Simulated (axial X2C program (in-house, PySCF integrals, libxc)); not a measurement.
# Which molecule has these constants?

All values come from calculations with an axial X2C code built on PySCF integrals, spin-free (one-electron X2C) or two-component (2c: spin–orbit coupling with atomic mean-field Coulomb and Gaunt terms, which also bring small scalar terms), in Dyall basis sets with cores contracted in-house; open shells are unrestricted.

A two-component PBE0 calculation in a Dyall 3-zeta basis gave Re = 1.359 Å, ωe = 1419.9 cm⁻¹, De = 5.47 eV, Ω = 1/2.

Which molecule is it?
A. BeS⁻
B. BeO⁻
C. BeSe⁻

B. The others have BeSe⁻ 1.936 Å and 756.4 cm⁻¹ (Ω = 1/2); BeS⁻ 1.809 Å and 897.4 cm⁻¹ (Ω = 1/2).

Each entry is the lowest single determinant of a limited PBE0 search at one distance. De goes to single-determinant-based atoms at the same level (for ions the charge split of lowest energy) and is withheld (n/a) where an atom does not fit its ground term or J level. Main or longest-lived isotopes. Some light 2c atoms are not at their ground J level, so De misses part of their lowering (0.04 eV or less). The functionals have no current term, which raises determinants with orbital currents.
